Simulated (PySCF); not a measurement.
A GIAO shielding run with PySCF (density fitting, non-relativistic, gas phase) on SMILES FC(F)(F)O[C@@H]1CCSCS1, C$_{5}$H$_{7}$F$_{3}$OS$_{2}$:

```
$ OMP_NUM_THREADS=1 python probes_run.py task.json out

{"job": {"kind": "nmr", "xc": "PBE0", "basis": "pcSseg-1"}, "charge": 0, "multiplicity": 1}
F      2.763857     0.659095    -1.790381
C      2.356795     0.267758    -0.591438
F      3.109547     0.907228     0.316100
F      2.686635    -1.034136    -0.467214
O      1.064542     0.488990    -0.469834
C      0.464045     0.076183     0.777771
C     -0.352330    -1.198377     0.584530
C     -1.391366    -1.078101    -0.520899
S     -2.742112     0.055536    -0.063456
C     -1.745378     1.554232     0.078535
S     -0.514135     1.469602     1.413580
H      1.242861    -0.079230     1.529904
H     -0.839693    -1.430899     1.533225
H      0.335186    -2.011601     0.337011
H     -1.866940    -2.040389    -0.700370
H     -0.941887    -0.716063    -1.446048
H     -2.414012     2.374105     0.325215
H     -1.224377     1.742384    -0.857890
```

Hardware: 1 thread of an Arm Neoverse V1, shared host. The job also computes population analyses, field gradients, ring-centre shieldings.

Task: How large is the calculation?

Result: 104 electrons, 236 basis functions and 1271 auxiliary functions.

Task: How long does it take, and how much memory does it need?

Result: 51 s of wall time, with 14 SCF cycles and 5 response iterations; peak memory 0.98 GiB. Times on a shared host scatter by some tens of per cent.
